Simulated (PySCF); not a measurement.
## Field gradients at the hydrogen positions

Compound: C5H6O3.
Z-matrix (Å and degrees, GFN2-xTB geometry), rows numbered from 1:
```
C 
O   1  1.4230
C   2  1.3283  1  116.41
O   3  1.1941  2  126.90  1     1.08
O   3  1.3517  2  107.47  1  -179.29
C   5  1.3441  3  117.34  2  -178.73
C   6  1.2976  5  152.76  3     1.82
C   6  1.4879  5  141.58  3  -178.66
H   1  1.0910  2  110.30  3   -29.28
H   1  1.0874  2  106.47  3  -149.68
H   1  1.0915  2  109.70  3    91.24
H   7  1.0599  6  151.08  8   179.89
H   8  1.0847  6  119.63  7  -106.00
H   8  1.0846  6  119.57  7   105.91
```

Level: PBE0/pcSseg-1 (PySCF, non-relativistic); Q(2H) = 0.00286 b; rigid geometry, the same for H and D, with no vibrational averaging.

Question: Rank these positions by the coupling χzz of a deuteron there, largest first.
A. H9 (methyl hydrogen)
B. H13 (methylene hydrogen)
C. H11 (methyl hydrogen)
D. H12 (vinylic hydrogen)
E. H10 (methyl hydrogen)

Answer: D (252 kHz), B (215 kHz), E (205 kHz), C (200 kHz), A (196 kHz).

Tabulate Vzz, the asymmetry η and χzz = 234.96 MHz × Q × Vzz for every hydrogen position.

```csv
atom,bonded to,bond length (Å),Vzz (au),η,χzz (kHz)
H9,C1,1.091,0.2911,0.11,196
H10,C1,1.087,0.3047,0.08,205
H11,C1,1.091,0.2972,0.09,200
H12,C7,1.060,0.3749,0.02,252
H13,C8,1.085,0.3194,0.07,215
H14,C8,1.085,0.3196,0.07,215
```

Give the 2H NMR doublet splittings at H14 for a magnetic field along the z, y and x axes of the gradient: 3χ/2, 3χ(1 + η)/4, 3χ(1 − η)/4.

With |χ| = 214.7 kHz and η = 0.070: 322, 172 and 150 kHz, to first order and without motion.

One conformer (not necessarily the lowest) at the GFN2-xTB geometry, without solvent, vibrations or thermal averaging. GFN2-xTB bond lengths can be off by several hundredths of an ångström, more for odd bonds, and the gradients follow them. With so small a basis the couplings can be 20 % off.
